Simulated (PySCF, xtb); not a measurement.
Si(Cl)(F)2(SH) (ClF2HSSi), SMILES F[Si](F)(Cl)S.

Coordinates come from a r2SCAN-D4/def2-SVP optimisation. Other conformers were not sampled.

Computed with PySCF with C-PCM-ωB97X/def2-SVP.

The values are the electrostatic part of the solvation free energy, E(continuum) − E(gas) at the gas-phase geometry, in a cavity of scaled van der Waals radii (PySCF's table); cavitation and dispersion terms are not included. In vacuum the orbital gap is 13.10 eV. The dipole moment in vacuum is 1.75 D.

```csv
solvent,ε,ΔG(elec) (kcal/mol),dipole (D),gap (eV)
water,78.36,-3.6,2.22,13.18
"N,N-dimethylformamide",37.22,-3.5,2.21,13.18
cyclohexanone,15.62,-3.4,2.19,13.18
```

For comparison, GFN2-xTB/ALPB(water) (xtb, at the GFN2-xTB geometry, all terms of that model) gives -0.8 kcal/mol.
